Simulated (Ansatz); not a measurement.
Computed with Ansatz on PBE0-D4/def2-TZVP structures; ΔE is electronic, products minus reactants. CCSD(T)/CBS is the MP2 limit (def2-TZVPP, def2-QZVPP) plus CCSD(T) − MP2 in def2-TZVPP, frozen cores. Functionals use def2-TZVPP. B3LYP here is the variant with VWN-RPA as its local correlation; programs differ in this. def2 core potentials past Kr. For In outer-core shells are correlated without core-valence functions, which leaves a few kJ/mol of doubt a bond. One conformer a species, not always the lowest.

`C[CH2][InH][F]` + `OC(=S)N[SiH3]` → `O[C](=S)[InH][F]` + `CCN[SiH3]`  (redistribution)

Problem. Is it downhill or uphill in electronic energy at CCSD(T)/CBS, and by how much? (Best estimate.)

Solution. Computed: Uphill: ΔE = +92.8 kJ/mol.

Problem. What do these levels give: PBE-D4, B3LYP-D4, ωB97X-V, PBE, MP2/def2-QZVPP, CCSD/CBS(def2)? (An estimate is asked.)

Solution. The calculation gave: PBE-D4 85.4, B3LYP-D4 89.2, ωB97X-V 98.7, PBE 83.8, MP2/def2-QZVPP 98.0, CCSD/CBS(def2) 97.5 kJ/mol.

Largest T1 diagnostic among the species: 0.019.

In def2-TZVPP, CCSD(T) changes the Hartree–Fock value by −21.4 kJ/mol (the triples alone add −4.8 kJ/mol) and MP2 by −15.0 kJ/mol. From PBE to PBE0 (25 % exact exchange), in def2-TZVPP and without D4, ΔE moves by +12.1 kJ/mol.
